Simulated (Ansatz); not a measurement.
`C=NCN[SiH3]` and `C=NCNC` differ in one atom or group.

Ansatz, PBE0-D4/def2-TZVP geometries, multiplicity 1. Each molecule was computed in one conformer, which needn't be the lowest.

```json
{"property": "LUMO energy (PBE/def2-TZVPP) / eV", "`C=NCN[SiH3]`": "-1.64"}
{"property": "HOMO energy (PBE0/def2-TZVPP) / eV", "`C=NCN[SiH3]`": "-7.13"}
{"property": "LUMO energy (B3LYP/def2-TZVPP) / eV", "`C=NCN[SiH3]`": "-0.77"}
{"property": "HOMO energy (B3LYP/def2-TZVPP) / eV", "`C=NCN[SiH3]`": "-6.91"}
{"property": "HOMO energy (PBE/def2-TZVPP) / eV", "`C=NCN[SiH3]`": "-5.79"}
{"property": "LUMO energy (ωB97M-V/def2-TZVPP) / eV", "`C=NCN[SiH3]`": "1.67"}
```

**Question.** Give the same properties after the change, and the shifts. (Estimate.)

**Answer.** Computed: 
```
                             property  `C=NCNC`  shift
    LUMO energy (PBE/def2-TZVPP) / eV     -1.52   0.12
   HOMO energy (PBE0/def2-TZVPP) / eV     -6.65   0.48
  LUMO energy (B3LYP/def2-TZVPP) / eV     -0.67   0.10
  HOMO energy (B3LYP/def2-TZVPP) / eV     -6.43   0.48
    HOMO energy (PBE/def2-TZVPP) / eV     -5.25   0.54
LUMO energy (ωB97M-V/def2-TZVPP) / eV      1.81   0.14
```

With PBE0 the HOMO rises by 0.48 eV and the LUMO rises by 0.11 eV, so the gap narrows by about 0.37 eV. PBE moves the HOMO by 0.54 eV and ωB97M-V by 0.44 eV.

B3LYP here is the variant with VWN-RPA as its local correlation; programs differ in this.
